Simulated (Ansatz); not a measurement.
Reaction (cleavage of the B–B bond): `NBBF` + `[SH][GeH3]` → `NB[S][GeH3]` + `BF`

Gas-phase electronic energies from Ansatz, PBE0-D4/def2-TZVP geometries. CCSD(T)/CBS is the MP2 limit (def2-TZVPP, def2-QZVPP) plus CCSD(T) − MP2 in def2-TZVPP, frozen cores. This one scheme is used for every species. DFT in def2-TZVPP. For Ge outer-core shells are correlated without core-valence functions, which leaves a few kJ/mol of doubt a bond. Scalar relativity is left out up to krypton. Each species was taken in one conformer, which may not be the lowest.

```tsv
level	ΔE (kJ/mol)
ωB97M-V	-97.6
CCSD/CBS(def2)	-95.7
```

(1) What does CCSD(T)/CBS give? (Best estimate.)

(2) What do rigid-rotor, harmonic-oscillator terms from PBE0-D4/def2-TZVP frequencies (298.15 K, 1 bar) make of the CCSD(T)/CBS value? (Estimate.)

Largest T1 diagnostic among the species: 0.015.

## Answers

(1) Ansatz gave: -97.7 kJ/mol. The listed levels differ from it by 0.1, 2.0 kJ/mol.

(2) Ansatz gave: ΔZPE = +1.7 kJ/mol, ΔH = -95.5 kJ/mol, ΔS = -19 J/(mol·K), ΔG = -89.9 kJ/mol. Modes under 50 cm⁻¹ make the entropy rough.

From BLYP to BHLYP (50 % exact exchange), in def2-TZVPP and without D4, ΔE moves by −8.4 kJ/mol. Leaving LDA and LC-ωPBE aside and taking each functional with its dispersion term where it has one, the values, not all of them listed here, spread over 9.3 kJ/mol, from PBE-QIDH to PBE-D4. LDA lies −3.1 kJ/mol from PBE without D4.
